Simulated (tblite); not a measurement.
A geometry optimisation, step by step.

C₄H₁₂AlClO.
Bonds: C1–C2, C2–O3, O3–C4, C4–C5, O3–Al6, Al6–Cl7. Hydrogens: H8, H9, H10 on C1; H11, H12 on C2; H13, H14 on C4; H15, H16, H17 on C5; H18, H19 on Al6.

Computed with GFN2-xTB (tblite), gas phase: L-BFGS steps from a force-field or distance-geometry start until the largest atomic force falls under 0.01 eV/Å. 9 of its 124 geometries are shown.

Step 0: E = -665.1921 eV, largest atomic force 3.935 eV/Å
```
atom  x, y, z in Å  |  force x, y, z in eV/Å
C1     -1.710   -0.740   -1.022   -1.047   0.014  -0.254
C2     -0.866    0.500   -0.719   -1.637  -0.389  -1.112
O3     -0.127    0.230    0.401   -0.062   1.583   1.760
C4      0.733   -0.799    0.397    1.961  -3.411  -0.087
C5      1.835   -0.704   -0.646    0.939  -0.276  -0.010
Al6    -0.107    1.416    1.708    0.659   2.892   2.086
Cl7     1.322    3.034    1.198   -0.872  -1.241   0.055
H8     -1.101   -1.391   -1.662   -0.743  -0.183   0.231
H9     -2.666   -0.429   -1.518    0.991  -0.474   0.096
H10    -2.037   -1.237   -0.065    0.539   0.405  -0.991
H11    -1.590    1.299   -0.461    0.651   0.144   0.030
H12    -0.218    0.780   -1.560   -0.233   0.104   0.003
H13     0.218   -1.771    0.178    0.011   0.437   0.398
H14     1.264   -0.956    1.369   -0.788   0.705  -0.082
H15     1.389   -1.020   -1.589    0.529   0.452  -0.256
H16     2.276    0.314   -0.649   -0.351  -0.618  -0.253
H17     2.655   -1.431   -0.396   -0.781   0.709  -0.278
H18     0.278    0.848    3.159    0.101  -0.432  -0.749
H19    -1.558    2.067    1.869    0.134  -0.422  -0.588
```

Step 15: E = -666.2520 eV, largest atomic force 0.172 eV/Å
```
atom  x, y, z in Å  |  force x, y, z in eV/Å
C1     -1.763   -0.740   -1.041   -0.023  -0.001  -0.006
C2     -0.898    0.467   -0.687   -0.054  -0.012  -0.046
O3     -0.096    0.262    0.464   -0.070   0.017   0.052
C4      0.790   -0.843    0.428    0.037  -0.006   0.006
C5      1.862   -0.716   -0.650    0.000  -0.028   0.035
Al6    -0.086    1.591    1.840    0.039   0.029  -0.017
Cl7     1.282    2.966    1.182    0.051   0.065  -0.025
H8     -1.214   -1.462   -1.643   -0.024   0.010   0.027
H9     -2.632   -0.413   -1.605    0.043   0.000  -0.032
H10    -2.117   -1.235   -0.138   -0.014   0.088   0.008
H11    -1.523    1.323   -0.411   -0.021  -0.003  -0.052
H12    -0.262    0.753   -1.530   -0.037   0.001  -0.046
H13     0.197   -1.758    0.315    0.164  -0.048  -0.020
H14     1.255   -0.839    1.420    0.016  -0.011  -0.027
H15     1.477   -0.934   -1.645   -0.037   0.063   0.062
H16     2.273    0.293   -0.633   -0.026  -0.074  -0.001
H17     2.664   -1.420   -0.444    0.001   0.006   0.017
H18     0.356    0.693    3.021    0.001  -0.075   0.039
H19    -1.576    2.022    1.748   -0.047  -0.022   0.025
```

Step 31: E = -666.2760 eV, largest atomic force 0.143 eV/Å
```
atom  x, y, z in Å  |  force x, y, z in eV/Å
C1     -1.807   -0.734   -1.050   -0.022  -0.001   0.016
C2     -0.910    0.449   -0.710   -0.018  -0.010   0.002
O3     -0.120    0.236    0.451    0.024   0.107   0.092
C4      0.816   -0.830    0.442    0.033  -0.055  -0.029
C5      1.879   -0.697   -0.638    0.022   0.039  -0.011
Al6    -0.068    1.564    1.835   -0.081  -0.018   0.041
Cl7     1.276    2.965    1.181    0.053   0.032  -0.031
H8     -1.259   -1.531   -1.548    0.007   0.017   0.042
H9     -2.606   -0.408   -1.711    0.038   0.011  -0.016
H10    -2.259   -1.125   -0.141   -0.004   0.009  -0.003
H11    -1.518    1.321   -0.441    0.005  -0.020  -0.043
H12    -0.267    0.720   -1.554   -0.024  -0.029  -0.023
H13     0.287   -1.785    0.354   -0.016  -0.019  -0.003
H14     1.277   -0.770    1.435    0.010  -0.038  -0.067
H15     1.465   -0.858   -1.631    0.015  -0.035   0.019
H16     2.319    0.297   -0.599    0.012   0.033   0.022
H17     2.666   -1.429   -0.468   -0.055   0.007  -0.006
H18     0.384    0.638    2.998    0.009  -0.013   0.011
H19    -1.565    1.986    1.787   -0.009  -0.017  -0.012
```

Step 46: E = -666.2867 eV, largest atomic force 0.042 eV/Å
```
atom  x, y, z in Å  |  force x, y, z in eV/Å
C1     -1.831   -0.730   -1.022   -0.002   0.000   0.005
C2     -0.907    0.440   -0.712   -0.011   0.006  -0.029
O3     -0.113    0.243    0.450   -0.021   0.001  -0.007
C4      0.824   -0.824    0.424    0.003  -0.005   0.001
C5      1.893   -0.670   -0.647    0.008  -0.005  -0.006
Al6    -0.077    1.554    1.845   -0.006  -0.017   0.038
Cl7     1.276    2.951    1.185   -0.015   0.008   0.006
H8     -1.276   -1.590   -1.391   -0.014   0.000   0.008
H9     -2.541   -0.430   -1.788    0.008  -0.003   0.014
H10    -2.383   -1.020   -0.131    0.004   0.021   0.010
H11    -1.493    1.335   -0.482   -0.005  -0.004   0.017
H12    -0.263    0.659   -1.569    0.010   0.010  -0.020
H13     0.294   -1.777    0.317    0.003  -0.002  -0.001
H14     1.286   -0.786    1.415    0.010  -0.018   0.004
H15     1.488   -0.806   -1.647   -0.002  -0.021  -0.006
H16     2.347    0.316   -0.582   -0.007   0.001   0.030
H17     2.660   -1.422   -0.486    0.029   0.008  -0.017
H18     0.390    0.624    3.005    0.006   0.003  -0.017
H19    -1.582    1.943    1.810    0.001   0.017  -0.030
```

Step 62: E = -666.2901 eV, largest atomic force 0.044 eV/Å
```
atom  x, y, z in Å  |  force x, y, z in eV/Å
C1     -1.853   -0.718   -0.995    0.002   0.004  -0.010
C2     -0.898    0.434   -0.719   -0.004  -0.001   0.014
O3     -0.099    0.231    0.439    0.007   0.006  -0.015
C4      0.835   -0.839    0.407   -0.010   0.021   0.015
C5      1.913   -0.662   -0.651   -0.006   0.002   0.000
Al6    -0.086    1.541    1.840    0.029  -0.011  -0.002
Cl7     1.246    2.970    1.209   -0.005  -0.014   0.002
H8     -1.319   -1.617   -1.297   -0.006  -0.001  -0.001
H9     -2.524   -0.438   -1.802   -0.027   0.006   0.005
H10    -2.442   -0.936   -0.107    0.013   0.010  -0.007
H11    -1.465    1.342   -0.489    0.002   0.007  -0.014
H12    -0.261    0.634   -1.588   -0.006  -0.026   0.035
H13     0.305   -1.790    0.287    0.007   0.005  -0.030
H14     1.289   -0.818    1.402    0.010   0.006   0.025
H15     1.519   -0.791   -1.656    0.002  -0.024  -0.011
H16     2.346    0.332   -0.566    0.017  -0.001   0.011
H17     2.693   -1.401   -0.491    0.013   0.006  -0.010
H18     0.378    0.604    2.994   -0.004   0.006  -0.010
H19    -1.589    1.931    1.777   -0.031  -0.002   0.000
```

Step 77: E = -666.2946 eV, largest atomic force 0.048 eV/Å
```
atom  x, y, z in Å  |  force x, y, z in eV/Å
C1     -1.915   -0.684   -0.946   -0.002   0.004   0.000
C2     -0.880    0.412   -0.739   -0.007  -0.003  -0.005
O3     -0.076    0.215    0.417   -0.004  -0.022  -0.029
C4      0.868   -0.847    0.381    0.004   0.010  -0.005
C5      1.972   -0.641   -0.648    0.003  -0.003   0.000
Al6    -0.121    1.511    1.828   -0.014   0.018  -0.017
Cl7     1.195    2.974    1.243    0.002  -0.002  -0.007
H8     -1.455   -1.634   -1.207    0.015   0.003  -0.006
H9     -2.580   -0.394   -1.754   -0.002  -0.008  -0.005
H10    -2.505   -0.814   -0.042    0.015   0.012   0.025
H11    -1.387    1.364   -0.549    0.014   0.012  -0.007
H12    -0.243    0.525   -1.622   -0.009  -0.006   0.007
H13     0.352   -1.800    0.215   -0.011   0.024   0.006
H14     1.295   -0.850    1.388    0.007   0.008   0.001
H15     1.611   -0.794   -1.663    0.010   0.002  -0.002
H16     2.381    0.363   -0.564   -0.035   0.010   0.032
H17     2.771   -1.353   -0.461   -0.006  -0.018  -0.005
H18     0.341    0.575    2.979   -0.006  -0.016   0.009
H19    -1.634    1.880    1.736    0.027  -0.027   0.007
```

Step 92: E = -666.2972 eV, largest atomic force 0.014 eV/Å
```
atom  x, y, z in Å  |  force x, y, z in eV/Å
C1     -1.956   -0.652   -0.901   -0.002   0.000  -0.001
C2     -0.865    0.399   -0.767    0.001  -0.002   0.000
O3     -0.060    0.208    0.387    0.002  -0.007   0.000
C4      0.884   -0.852    0.358    0.004  -0.003   0.001
C5      2.010   -0.622   -0.641   -0.002   0.002   0.006
Al6    -0.142    1.480    1.813   -0.002  -0.001   0.003
Cl7     1.159    2.966    1.255   -0.001   0.008   0.002
H8     -1.542   -1.636   -1.111   -0.005   0.000  -0.003
H9     -2.622   -0.380   -1.715    0.001  -0.006  -0.003
H10    -2.531   -0.700    0.021    0.005  -0.002   0.005
H11    -1.319    1.385   -0.620   -0.003   0.000   0.006
H12    -0.234    0.436   -1.661   -0.001  -0.007  -0.008
H13     0.373   -1.802    0.168   -0.005   0.006  -0.012
H14     1.290   -0.869    1.373    0.002   0.004   0.003
H15     1.680   -0.769   -1.667    0.007   0.008   0.009
H16     2.390    0.392   -0.530    0.005  -0.005   0.000
H17     2.818   -1.320   -0.441   -0.013  -0.002  -0.003
H18     0.317    0.536    2.962    0.004  -0.002  -0.005
H19    -1.660    1.811    1.710    0.003   0.008   0.000
```

Step 108: E = -666.2981 eV, largest atomic force 0.014 eV/Å
```
atom  x, y, z in Å  |  force x, y, z in eV/Å
C1     -1.973   -0.649   -0.882    0.002  -0.003   0.003
C2     -0.866    0.389   -0.781   -0.009   0.003   0.000
O3     -0.056    0.209    0.373    0.003   0.013   0.003
C4      0.885   -0.853    0.344    0.003  -0.001  -0.004
C5      2.030   -0.611   -0.631    0.007   0.001   0.004
Al6    -0.143    1.477    1.804   -0.001  -0.008   0.001
Cl7     1.143    2.983    1.268    0.001  -0.004  -0.008
H8     -1.576   -1.645   -1.066    0.005  -0.005  -0.009
H9     -2.639   -0.391   -1.700    0.000   0.002   0.003
H10    -2.542   -0.663    0.044   -0.006   0.004   0.000
H11    -1.305    1.384   -0.653    0.002   0.004   0.009
H12    -0.240    0.395   -1.678   -0.009  -0.003  -0.004
H13     0.373   -1.797    0.127    0.005  -0.004   0.001
H14     1.275   -0.888    1.366   -0.006  -0.004  -0.004
H15     1.715   -0.717   -1.667   -0.003   0.005   0.010
H16     2.427    0.391   -0.481    0.002   0.001   0.001
H17     2.820   -1.331   -0.442    0.001  -0.004  -0.002
H18     0.325    0.520    2.939   -0.002   0.006   0.005
H19    -1.663    1.806    1.709    0.004  -0.004  -0.009
```

Step 123: E = -666.2989 eV, largest atomic force 0.008 eV/Å
```
atom  x, y, z in Å  |  force x, y, z in eV/Å
C1     -1.985   -0.650   -0.867   -0.006  -0.001  -0.001
C2     -0.873    0.385   -0.787    0.002  -0.004   0.003
O3     -0.051    0.211    0.359   -0.001  -0.002   0.006
C4      0.885   -0.856    0.332    0.000  -0.002   0.002
C5      2.050   -0.603   -0.616    0.000   0.002  -0.003
Al6    -0.142    1.477    1.791    0.000   0.001  -0.003
Cl7     1.143    2.986    1.255   -0.002  -0.006  -0.005
H8     -1.595   -1.648   -1.059    0.004   0.006  -0.004
H9     -2.665   -0.389   -1.672    0.000  -0.001  -0.004
H10    -2.537   -0.663    0.069    0.001   0.007   0.004
H11    -1.306    1.383   -0.661   -0.004  -0.002   0.004
H12    -0.259    0.381   -1.692    0.006  -0.004  -0.002
H13     0.374   -1.793    0.089    0.001  -0.004   0.003
H14     1.256   -0.909    1.360    0.000  -0.006   0.002
H15     1.745   -0.660   -1.658   -0.003   0.004  -0.006
H16     2.468    0.382   -0.422    0.002   0.002   0.002
H17     2.819   -1.351   -0.447    0.002   0.004   0.001
H18     0.326    0.527    2.932   -0.003   0.002  -0.003
H19    -1.662    1.799    1.686    0.003   0.004   0.003
```

Question: Summarise the path.

Answer: The energy falls by 25.52 kcal/mol from step 0 to step 123; nine tenths of that is first reached at step 6. It falls at every step. The largest force goes from 3.935 to 0.008 eV/Å. Among the bonds Al6–Cl7 changes most, from 2.218 to 2.052 Å; the atoms move by 0.368 Å rms after alignment.

What follows is the cost of the whole relaxation. Time: 0.99 s. Hardware: one thread of an Arm Neoverse V1, shared host.
